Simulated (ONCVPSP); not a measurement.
## An all-electron radial function and its pseudo partner (manganese (Mn))

Columns: radius, all-electron u(r) and pseudo u(r) of the 3s shell (level -83.08 eV) of manganese in the configuration [Ne] 3s2 3p6 3d5.5 4s1.5; LDA (Perdew-Wang 92), scalar-relativistic, ONCV scheme, ONCVPSP 4.0.1.

```csv
r (bohr),all-electron,pseudo
0.057,0.2205,0.0473
0.115,-0.3361,0.1051
0.172,-0.6228,0.1792
0.230,-0.5794,0.2762
0.288,-0.3248,0.3949
0.345,0.0082,0.5279
0.402,0.3429,0.6689
0.460,0.6400,0.8104
0.518,0.8730,0.9391
0.575,1.0364,1.0438
0.632,1.1404,1.1208
0.690,1.1937,1.1675
0.747,1.2051,1.1825
0.805,1.1851,1.1696
0.862,1.1430,1.1341
0.920,1.0843,1.0801
0.977,1.0170,1.0154
1.035,0.9433,0.9428
1.092,0.8689,0.8688
1.150,0.7938,0.7936
1.208,0.7209,0.7208
1.265,0.6527,0.6526
1.322,0.5885,0.5885
1.380,0.5278,0.5278
1.438,0.4719,0.4718
1.495,0.4216,0.4215
```

**Question.** How many radial nodes do the two functions have?

**Answer.** The all-electron 3s function has n − l − 1 = 2; the pseudo-wave has 0, since the states of the same l below it are removed with the core.

**Question.** At about which radius was the pseudo-wave matched?

**Answer.** 1.15 bohr, where the columns begin to agree (steps of 0.06 bohr).

**Question.** Is the pseudo-wave norm-conserving?

**Answer.** Yes: the ONCV scheme keeps the norm inside the radius equal to the all-electron one, which fixes the energy derivative of the logarithmic derivative at the level.
